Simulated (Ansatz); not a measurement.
Abstraction of H: BH(CH3)Cl + CHBrI → B(CH3)Cl + CH2BrI

Gas-phase species: BH(CH3)Cl, singlet; CHBrI `Br[CH]I`, doublet; B(CH3)Cl, doublet; CH2BrI (bromoiodomethane) `BrCI`, singlet. A radical takes H: the energy is the difference in strength between the B–H bond broken and the C–H bond made.

Shapes, held fixed at every level: PBE0-D4/def2-TZVP. Programs: Ansatz 0.2.0. The zero-point and thermal change to 298 K, harmonic and unscaled (PBE0-D4/def2-TZVP), is +7.4 kJ/mol.

```csv
level,kind,ΔH(298 K) (kJ/mol),less CCSD(T)/def2-TZVPP
HF/def2-TZVPP,Hartree–Fock,+35.9,+4.5
B3LYP-D4/def2-TZVPP,global hybrid,+35.6,+4.2
PBE0-D4/def2-TZVPP,global hybrid,+29.9,-1.5
r2SCAN0-D4/def2-TZVPP,global hybrid,+31.7,+0.3
wB97M-V/def2-TZVPP,range-separated hybrid,+35.9,+4.5
CCSD(T)/def2-SVP,coupled cluster or CI,+31.9,+0.5
CCSD/def2-SVP,coupled cluster or CI,+32.8,+1.4
CCSD(T)/def2-TZVPP,coupled cluster or CI,+31.4,0.0
```

The highest level, CCSD(T)/def2-TZVPP, gives ΔH(298 K) = +31.4 kJ/mol; the levels span +29.9 to +35.9. The column of differences is taken from that level and isn't an error. No measured value is set beside it here. Spin contamination: CHBrI (⟨S²⟩ up to 0.78). Open shells run unrestricted. For atoms past krypton def2 sets carry core potentials with scalar relativity. Relativity is left out for Br. Outer-core shells of Br, I are correlated, in sets that cover them unevenly.
